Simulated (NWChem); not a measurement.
System: DMAc (C4H9NO); SMILES CC(=O)N(C)C

NWChem input:

```
start job
memory heap 200 mb stack 900 mb global 1100 mb
geometry units angstroms noautosym nocenter noautoz
  C     -1.119230    -1.502905    -0.107331
  N      0.018502    -0.599047    -0.033648
  C      1.321658    -1.236986    -0.017544
  C     -0.208129     0.759509     0.013800
  C      1.008650     1.676694     0.090289
  O     -1.341646     1.228677    -0.004019
  H     -1.128985    -2.182539     0.755735
  H     -2.029985    -0.905772    -0.112316
  H     -1.071668    -2.109889    -1.021768
  H      2.122609    -0.501342     0.039155
  H      1.471199    -1.837374    -0.926379
  H      1.413180    -1.910758     0.846425
  H      0.635708     2.700920     0.119404
  H      1.607546     1.492809     0.989611
  H      1.665144     1.564041    -0.780113
end
basis spherical
  C library def2-tzvp
  N library def2-tzvp
  O library def2-tzvp
  H library def2-tzvp
end
dft
  xc xpbe96 cpbe96
  iterations 150
  semidirect filesize 400000000
end
property
  efieldgrad
end
task dft property
```

Geometry: optimised at B3LYP/6-31G* (spherical d).

Vzz is the largest principal value of the second derivative of the potential at the nucleus (NWChem prints the opposite sign); η is the asymmetry. Non-relativistic.

Atoms are numbered as in the input.

Question: Give the results of this calculation. (PBE/def2-TZVP.) Quantities: Vzz N2 (a.u.); η N2; Vzz O6 (a.u.); η O6.

Answer: The vzz N2 (a.u.) is -0.966 and the η N2 is 0.10. The vzz O6 (a.u.) comes out as -1.489. The η O6 is 0.07.
